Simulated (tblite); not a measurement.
Compound: C3H13NSi4.
Bonds: C1–Si2, Si2–C3, C3–C4 (triple), C4–Si5, Si5–N6, N6–Si7, N6–Si8. Hydrogens: H9, H10, H11 on C1; H12, H13 on Si2; H14, H15 on Si5; H16, H17, H18 on Si7; H19, H20, H21 on Si8.

The geometry is computed with GFN2-xTB (gas phase).

(1) List the bond lengths, angles and torsions at this level.

Results:

(1) 
| bond | length (Å) |
| --- | --- |
| C1–Si2 | 1.899 |
| Si2–C3 | 1.852 |
| C3≡C4 | 1.211 |
| C4–Si5 | 1.852 |
| Si5–N6 | 1.750 |
| N6–Si7, N6–Si8 | 1.742 |
| C1–H9, C1–H10, C1–H11 | 1.086 |
| Si2–H12, Si2–H13 | 1.469 |
| Si5–H14, Si5–H15 | 1.466 |
| Si7–H16 and 5 like bonds | 1.464 |

Bonds in one row agree within 0.01 Å and their mean is given. A selection of angles:
| angle | degrees |
| --- | --- |
| C1–Si2–C3 | 107.8 |
| Si2–C3–C4 | 178.9 |
| C3–C4–Si5 | 177.9 |
| C4–Si5–N6 | 108.1 |
| Si5–N6–Si7 | 123.7 |
| Si5–N6–Si8 | 118.8 |
| Si7–N6–Si8 | 117.5 |

Dihedral angles: C4–Si5–N6–Si7 120° (anticlinal). The mirror-image conformer, all signs reversed, is as good.

N6 (nitrogen bridging silicon atoms) is planar (angles 123.7°, 118.8° and 117.5°, sum 359.9°, 0.03 Å off the plane of its three neighbours). Si2 (SiH2 silicon) is tetrahedral (angles from 107.8° to 110.6°). Si5 (SiH2 silicon) is tetrahedral (angles from 108.1° to 112.0°). Si7 (SiH3 silicon) is tetrahedral (angles from 107.9° to 110.6°). Of the pairs four or more bonds apart, C4···H19 is among the closest relative to their van der Waals radii: 3.03 Å, 105 % of the sum of Bondi's values. The C–Si distances run from 1.852 Å (Si2–C3, drawn single) to 1.899 Å (C1–Si2, drawn single), a spread of 0.047 Å.

Point group: C1 (no symmetry element, even within 0.4 Å). GFN2-xTB frequencies show an imaginary mode (34i cm⁻¹), so the point is no minimum at that level. 3 starts were optimised and ended at 0.00, 0.03 and 0.05 kcal/mol (GFN2-xTB); the lowest of these is shown.
